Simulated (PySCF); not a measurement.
FGe, SMILES [Ge][F] (connectivity only; charge and spin as stated), charge +1, multiplicity 1. Geometry: PBE-D3(BJ)/def2-TZVPD. The multiplicity is an assumed one; other spin states were not compared.

These are PBE-D3(BJ)/def2-TZVPD run with PySCF values and carry that method's errors.

Harmonic wavenumbers (cm⁻¹): 763. Rotational constants (GHz): 11.60 (linear); symmetry number 1.

Question: Work out the zero-point energy and the ideal-gas rigid-rotor harmonic-oscillator thermochemistry at 298.15 K and 1 atm.

Answer: ZPE = ½ Σ hcν = ½ × 763 cm⁻¹ = 4.57 kJ/mol. H − E(el) = 13.48 kJ/mol. Entropy in J/(mol K): translation 165.09, rotation 60.56, vibration 1.00, total 226.65. G − E(el) = -54.10 kJ/mol. Cp = 32.08 J/(mol K).
